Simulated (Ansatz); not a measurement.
F₂H₄O₂Si₂ (`O[Si](F)(F)O[SiH3]`), 10 atoms. Total charge 0; spin multiplicity 1. All runs use 4 threads of an INTEL XEON PLATINUM 8581C on a shared host. Correlated methods freeze the cores.

Task: Give the basis size and wall time and peak host memory of each of these runs in Ansatz. RKS PBE0-D4/def2-TZVP relaxation (10 steps); RKS HSE06 (plane-wave form)-D4/def2-TZVPP energy; RHF-CCSD(T)/def2-SVP energy; RKS CAM-B3LYP-D4/def2-TZVPP energy; RKS ωB97M-V/def2-SVP energy; RKS ωB97M-V/def2-QZVPP energy; RKS PBE-QIDH (frozen core)/def2-TZVPP energy; direct RPA on PBE orbitals/def2-TZVPP energy; RKS PBE0-D4/def2-SVP energy; RKS PBE0-D4/def2-TZVP frequencies; RHF-MP2/def2-QZVPP energy; RKS PBE0-D4/def2-TZVPP energy. (Estimate.)

Result: The calculation gave: Other jobs shared the machine, so times are rough.

```
                                    level                    job  functions  wall time  peak host memory (GiB)
                     RKS PBE0-D4/def2-SVP                 energy        112     0.85 s                    0.52
                   RKS PBE0-D4/def2-TZVPP                 energy        264      2.3 s                    0.75
RKS HSE06 (plane-wave form)-D4/def2-TZVPP                 energy        264      2.6 s                    0.79
                     RKS ωB97M-V/def2-SVP                 energy        112      2.7 s                    0.52
              RKS CAM-B3LYP-D4/def2-TZVPP                 energy        264      2.9 s                    0.84
    direct RPA on PBE orbitals/def2-TZVPP                 energy        264      4.1 s                    0.64
    RKS PBE-QIDH (frozen core)/def2-TZVPP                 energy        264      4.1 s                    0.74
                     RHF-CCSD(T)/def2-SVP                 energy        112      4.9 s                    0.58
                   RKS ωB97M-V/def2-QZVPP                 energy        488       13 s                     2.3
                       RHF-MP2/def2-QZVPP                 energy        488       16 s                     2.9
                    RKS PBE0-D4/def2-TZVP  relaxation (10 steps)        222       29 s                    0.66
                    RKS PBE0-D4/def2-TZVP            frequencies        222      110 s                    0.68
```
